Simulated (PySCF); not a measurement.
## BiB: one state, many levels of theory

State: triplet, unpaired electrons σ ↑, π ↑, a mixture of terms (⟨Lz²⟩ = 1.4). Set-up: Bi x2c-TZVPPall, B x2c-TZVPPall; spin-free X2C with a Gaussian nucleus (PySCF 2.14). De refers to Bi + B in their high-spin ground configurations, without counterpoise correction. The functionals are run spin-unrestricted. A positive dipole means Bi(−)B(+). Levels whose curve was spin-contaminated or gave no clean fit are not listed.

| Level | Re (Å) | ωe (cm⁻¹) | De (eV) | μ (D) | CPU s a point (SCF and correlation, without the integrals) |
| --- | --- | --- | --- | --- | --- |
| PBE | 2.142 | 618 | 2.68 | -1.39 | 3.1 |
| PBEsol | 2.128 | 634 | 2.91 | -1.31 | 4.2 |
| revPBE | 2.152 | 607 | 2.43 | -1.42 | 2.2 |
| r²SCAN | 2.125 | 642 | 2.42 | -1.10 | 3.9 |
| PBE0 | 2.124 | 638 | 2.27 | -1.20 | 7.2 |
| r²SCAN0 | 2.116 | 649 | 2.10 | -0.96 | 6 |
| MN15 | 2.122 | 618 | 2.25 | -0.85 | 6.2 |
| ωB97X-V | 2.112 | 648 | 2.12 | -1.11 | 31 |

The bond length runs from 2.112 Å (ωB97X-V) to 2.152 Å (revPBE). De spans 2.10 eV (r²SCAN0, hybrid meta-GGA) to 2.91 eV (PBEsol, GGA).

These are scalar-relativistic numbers at best; spin–orbit coupling would shift them, the dissociation energy most. The state was picked by a PBE0 search and need not be the measured ground state.

The whole job (state search and all levels along the bond) took about 16 min on 2 threads of Intel Xeon Platinum 8488C (shared host), peak memory 4.8 GiB.
